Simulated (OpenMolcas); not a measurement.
# S3+: RASPT2 settings compared

* Program: OpenMolcas 26.06
* Basis: ANO-L-VQZP [6s5p3d2f]
* Scalar Hamiltonian: non-relativistic, point nucleus
* Active space: 3 electrons in 9 orbitals (RAS2 3s 3p; RAS3 3d, at most 2 electrons)
* State averaging: 2S+1 = 4 odd, 1 root (0 in the spin-orbit step); 2S+1 = 2 odd, 3 roots; 2S+1 = 4 even, 3 roots; 2S+1 = 2 even, 9 roots
* Spin-orbit coupling: RASSI with atomic mean-field integrals over the reference wave functions, term energies averaged over their components

Methods on the same reference wave functions:
A. RASSCF
B. SS-RASPT2, IPEA 0.5 Eh, imaginary shift 0.25 Eh (closed shells correlated: none)
C. SS-RASPT2, IPEA 0.15 Eh, imaginary shift 0.4 Eh (closed shells correlated: 2s 2p)
D. SS-RASPT2, IPEA 0.6 Eh, real shift 0.25 Eh (closed shells correlated: 2s 2p)

Energies in cm⁻¹ above 3s² 3p ²P°_1/2, the measured ground level; measured values from NIST levels in Podobedova, Kelleher and Wiese, J. Phys. Chem. Ref. Data 38, 171 (2009).

| Level | A | B | C | D | Measured |
| --- | --- | --- | --- | --- | --- |
| 3s² 3p ²P°_1/2 | 0.0 | 0.0 | 0.0 | 0.0 | 0.0 |
| 3s² 3p ²P°_3/2 | 844 | 844 | 844 | 844 | 951 |
| 3s 3p² ⁴P_1/2 | 67622 | 68550 | 68940 | 68950 | 71184 |
| 3s 3p² ⁴P_3/2 | 67917 | 68850 | 69240 | 69250 | 71529 |
| 3s 3p² ⁴P_5/2 | 68395 | 69320 | 69720 | 69730 | 72074 |
| 3s 3p² ²D_3/2 | 94334 | 93310 | 93410 | 93540 | 94103 |
| 3s 3p² ²D_5/2 | 94357 | 93340 | 93430 | 93560 | 94150 |
| 3s 3p² ²S_1/2 | 126201 | 123430 | 123210 | 123420 | 123509 |
| 3s 3p² ²P_1/2 | 136495 | 134750 | 134230 | 134410 | 133620 |
| 3s 3p² ²P_3/2 | 137028 | 135280 | 134760 | 134940 | 134245 |

Deviations, from unrounded energies. A percentage is the sum of absolute deviations over the sum of measured energies, with the sign that they share, or ± where signs differ.

```tsv
Against measurement	Levels	A	B	C	D
mean absolute deviation (cm-1)	9	2200	1300	1100	1100
fine structure of the ground term (%)	1	-11.3	-11.3	-11.3	-11.3
other configurations (%)	8	±2.5	±1.5	±1.2	±1.2
```

C, D lie about equally close to measurement and A furthest from it. The largest miss of D in the table is 3s 3p² ⁴P_5/2, by -2300 cm-1. The ranking rests on the paired levels alone, and a cruder setting can come out closer through cancelling errors.

Among B to D the level of the table that moves most is 3s 3p² ²P_3/2, by 520 cm-1 (lowest in C, highest in B). Moves below CASPT2's spread within the term are not significant.

The lowest spin-free term lies below A's lowest term by 0.008 hartree in B, 0.046 hartree in C, 0.045 hartree in D.

Term energies are means over components that CASPT2 splits; among the terms shown or strongly mixed into the levels shown the widest spread is 11 cm-1 (3s² 3p ²P°, D). Active for correlation alone: 3d; no level in the range computed is led by a configuration that fills it, so any true level of that kind is missing. Some terms mix strongly with configurations of 3d, whose occupation reaches 0.17 (3s 3p² ²D). Computed and measured levels are paired by configuration, term and J; levels that our copy of the source lacks, or whose pairing is in doubt (as where it misses far off the trend of its configuration), stay unpaired and out of the deviations. Only configurations of the active space appear.

° marks odd parity.
